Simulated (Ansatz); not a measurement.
The same ligand exchange along the group Sc, Y.

Isolated molecules relaxed with PBE0-D4/def2-TZVP in Ansatz; ΔE leaves out vibrations. CCSD(T)/CBS is the MP2 limit (def2-TZVPP, def2-QZVPP) plus CCSD(T) − MP2 in def2-TZVPP, frozen cores. This one scheme is used for every species. Functionals use def2-TZVPP. Elements past krypton have def2 core potentials. For Sc, Y outer-core shells are correlated without core-valence functions, which leaves a few kJ/mol of doubt a bond. Scalar relativity is left out up to krypton. Each species was taken in one conformer, which may not be the lowest.

| reaction | PBE-D4 (eV) | ωB97M-V (eV) |
| --- | --- | --- |
| `[NH2][Sc]([NH2])[Cl]` + HCl → `[NH2][Sc]([Cl])[Cl]` + NH₃ | -1.19 | -1.22 |
| `[NH2][Y]([NH2])[Cl]` + HCl → `[NH2][Y]([Cl])[Cl]` + NH₃ | -1.34 | -1.40 |

Q: Give the CCSD(T)/CBS values in the same order. (Best estimate.)

A: Computed: -1.22, -1.41 eV.

Largest T1 diagnostic: 0.014, for `[NH2][Sc]([Cl])[Cl]`.
